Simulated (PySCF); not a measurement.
propene (C3H6), singlet, geometry from GFN2-xTB. Base run: PBE0/pcseg-1 in PySCF.

PySCF was given this input:
```python
from pyscf import gto, scf, dft

mol = gto.Mole()
mol.atom = '''
    C     1.27989193    0.12352179    0.00919112
    C     0.00825223    0.47486055    0.00924347
    H     1.58086326   -0.91147352   -0.00926160
    H     2.07459801    0.84971927    0.02748105
    H    -0.26659719    1.52209281    0.02807201
    C    -1.13573952   -0.48243353   -0.01537878
    H    -0.78376375   -1.51090673   -0.03343425
    H    -1.76443256   -0.33959044    0.86334919
    H    -1.75509560   -0.30553422   -0.89454124
'''
mol.basis = 'pcseg-1'
mol.verbose = 4
mol.build()

mf = dft.RKS(mol)
mf.xc = 'pbe0'
mf.kernel()
mf.analyze()
```

Variants of this job, named by their change:

| change | basis functions | E (Eh) | HOMO (eV) | HOMO-LUMO gap (eV) | dipole (D) |
|---|---|---|---|---|---|
| base | 72 | -117.72967 | -7.41 | 8.00 | 0.41 |
| basis = x2c-TZVPall; relativity = spin-free X2C | 129 | -117.84127 | -7.39 | 7.89 | 0.41 |
| basis = ANO-RCC-VDZP; relativity = spin-free X2C; nucleus = Gaussian (with mol.nucmod = 'G') | 72 | -117.83683 | -7.27 | 7.91 | 0.40 |
| basis = ANO-RCC-VDZP; relativity = none | 72 | -117.78836 | -7.27 | 7.91 | 0.40 |
| basis = x2c-TZVPall; relativity = none | 129 | -117.79490 | -7.39 | 7.89 | 0.41 |
| basis = ANO-RCC-VDZP; relativity = spin-free X2C | 72 | -117.83684 | -7.27 | 7.91 | 0.40 |
| basis = x2c-TZVPall; relativity = spin-free X2C; nucleus = Gaussian (with mol.nucmod = 'G') | 129 | -117.84126 | -7.39 | 7.89 | 0.41 |
| basis = cc-pVTZ-DK; relativity = spin-free X2C; nucleus = Gaussian (with mol.nucmod = 'G') | 174 | -117.83984 | -7.37 | 7.95 | 0.40 |
| basis = cc-pVTZ-DK; relativity = none | 174 | -117.79341 | -7.37 | 7.95 | 0.40 |
| basis = cc-pVTZ-DK; relativity = spin-free X2C | 174 | -117.83985 | -7.37 | 7.95 | 0.40 |

Total energies compare only within one method and basis.

Basis sets contracted for a relativistic Hamiltonian are a mismatch without it, so the rows without relativity aren't non-relativistic limits. No row has spin-orbit coupling; sets with core potentials leave out the core electrons.
